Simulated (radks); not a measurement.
Sb42+, 9 electrons, occupied as [He] 2s2 2p5. All-electron calculation, Dirac Kohn-Sham, exchange-only PBE, spin-unpolarised, spherical densities, finite nucleus; open shells fill j = l - 1/2 first; Fermi nuclear charge, rms radius 4.6802 fm. Program: a radial shooting solver on a logarithmic mesh with Libxc functionals.

Normalised radial functions P(r) = r R(r) (large component), r in bohr:

```
   r/bohr * 2p1/2, o 2p3/2, + 3s1/2 (the largest magnitude, 3.05, reaches the edge; | marks zero, & curves that meet)
 0.002603                             &  +
 0.002888                             o* +
  0.00323                             o*  +
 0.003585                             o*  +
 0.004009                             o*  +
 0.004485                             |&   +
 0.004976                             |&   +
 0.005566                             |&   +
 0.006176                             |o*   +
 0.006908                             |o*   +
 0.007665                             | &   +
 0.008573                             | o*  +
 0.009513                             | o*   +
  0.01064                             |  o*  +
  0.01181                             |  o*  +
  0.01321                             |   o* +
  0.01465                             |    o*+
  0.01639                             |     o&
  0.01833                             |      &*
  0.02034                             |     + o*
  0.02275                             |    +   o*
  0.02525                             |   +     o *
  0.02824                             |  +        o *
  0.03133                             | +           o*
  0.03505                             +               o*
  0.03889                           + |                o *
  0.04349                         +   |                  o *
  0.04826                        +    |                    o*
  0.05398                      +      |                      o*
  0.06038                    +        |                       o *
    0.067                   +         |                         &
  0.07494                  +          |                         o*
  0.08315                 +           |                          &
    0.093                  +          |                         &
   0.1032                   +         |                        &
   0.1154                      +      |                      *o
   0.1281                         +   |                    *o
   0.1433                             +                 *o
    0.159                             |    +         *o
   0.1778                             |        +  *o
   0.1973                             |        *o  +
   0.2207                             |      &         +
   0.2468                             |    &             +
   0.2739                             |  &               +
   0.3063                             | &               +
   0.3399                             |&              +
   0.3802                             *o           +
   0.4218                             &         +
   0.4718                             &      +
   0.5236                             &    +
   0.5856                             &  +
   0.6498                             &+
   0.7268                             &+
   0.8064                             &
    0.902                             &
```

2p1/2: eigenvalue -7101.8 eV, 0 radial nodes, <r> = 0.100 bohr, 90 % of the charge inside 0.163 bohr. 2p3/2: eigenvalue -6833.6 eV, 0 radial nodes, <r> = 0.105 bohr, 90 % of the charge inside 0.170 bohr. 3s1/2 (empty): eigenvalue -3048.4 eV, 2 radial nodes at r = 0.0354, 0.142 bohr, <r> = 0.283 bohr, 90 % of the charge inside 0.409 bohr.
